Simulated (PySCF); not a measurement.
Bromine: a sound run and one with changed settings

Sound run: Br²⁺ [Ar] 3d10 4s2 4p3, Br³⁺ [Ar] 3d10 4s2 4p2. All numbers are calculated (PySCF 2.14, scalar relativity through the core potential, in cc-pVDZ-PP with ECP10MDF). In the sound run the correlated levels freeze 3s2 3p6 3d10 outside the core potential. The sound run starts from symmetry-adapted Hartree-Fock orbitals and uses a fine grid where one is needed.

Changed run: all electrons correlated in a basis built for the valence shell.

```tsv
species	method	sound run (hartree)	changed run (hartree)	converged
Br²⁺	MP2	-414.39464	-414.41359	yes
Br³⁺	MP2	-413.10957	-413.12770	yes
```

Ionisation energy of Br²⁺:

| method | sound run (eV) | changed run (eV) |
| --- | --- | --- |
| UHF | 34.613 | 34.613 |
| MP2 | 34.968 | 34.991 |
| SCS-MP2 | 34.848 | 34.858 |

A valence basis has no tight correlating functions, so it recovers only part of the core correlation, and not evenly between atom and ion.

For comparison, NIST gives 34.871 ± 0.019 eV between the lowest levels.
